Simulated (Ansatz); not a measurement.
Basis-set extrapolation for C3H5ClOSi (`C[SiH](Cl)C#CO`) (PBE0-D4/def2-TZVP geometry, frozen core, Ansatz 0.2.0). Multiplicity 1, RHF reference.

```json
{"": "HF", "def2-TZVPP": "-939.920324", "def2-QZVPP": "-939.950398"}
{"": "MP2 correlation", "def2-TZVPP": "-1.015165", "def2-QZVPP": "-1.094059"}
{"": "CCSD(T) correlation", "def2-TZVPP": "-1.105642", "def2-QZVPP": "not run"}
```

Energies in hartree. Use E(X) = E(∞) + A·exp(−7.88·√X) for Hartree–Fock and E(X) = E(∞) + B·X^(−2.97) for correlation, with X = 3 and 4, and add CCSD(T) minus MP2 of the smaller set to the MP2 limit.

What is the CCSD(T) energy at the basis-set limit?

HF limit: -939.950398 + (-0.030074) × 0.13774 = -939.95454. MP2 limit: -1.094059 + (-0.078894) × 0.74074 = -1.15250. Higher-order term: -1.105642 − (-1.015165) = -0.09048. Total: -941.19752 hartree, 450.4 kJ/mol below CCSD(T)/def2-TZVPP.
